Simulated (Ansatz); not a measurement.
Total energies of `[SeH][SeH]`.

Cartesian coordinates in Å:
```
Se 0.8783 0.7394 0.5450
Se -1.2248 0.1921 -0.2797
H 1.1045 -0.5201 1.2742
H -0.7581 -0.4114 -1.5395
```

The species carries charge 0 and has multiplicity 1. Correlated methods include outer-core shells of Se, which these sets cover unevenly. Scalar relativity is left out up to krypton. Geometry: relaxed with PBE0-D4/def2-TZVP. Basis def2-TZVPP, Ansatz 0.2.0.

RPA on PBE orbitals: Hartree–Fock energy of these orbitals -4800.82393 Eh, correlation -0.84334 Eh (frozen core).

```tsv
functional	energy without D4 (Eh)	D4 term (kJ/mol)
LDA (SPW92)	-4797.46026	–
PBE	-4803.59673	-7.4
revPBE	-4803.92409	-19.4
BLYP	-4804.39043	-16.2
r2SCAN	-4804.29455	-1.5
B97M-V	-4803.44049	–
PBE0	-4803.74994	-6.2
B3LYP	-4804.39277	-12.4
r2SCANh	-4804.28782	-1.6
r2SCAN0	-4804.27875	-1.9
HSE06 (plane-wave form)	-4803.75597	-5.9
BHLYP	-4804.28980	-11.4
CAM-B3LYP	-4804.56344	-6.4
LC-ωPBE	-4803.65979	–
ωB97X-V	-4803.87364	–
ωB97M-V	-4804.04137	–
B2PLYP	-4803.55800	–
PBE-QIDH	-4803.11333	–
```

B3LYP takes the VWN-RPA correlation (the form of Gaussian; ORCA's B3LYP/G). HSE06 is the plane-wave form, built on full-range PBE exchange. The double hybrids freeze the cores in their second-order part.

LC-ωPBE has ω = 0.4 bohr⁻¹.
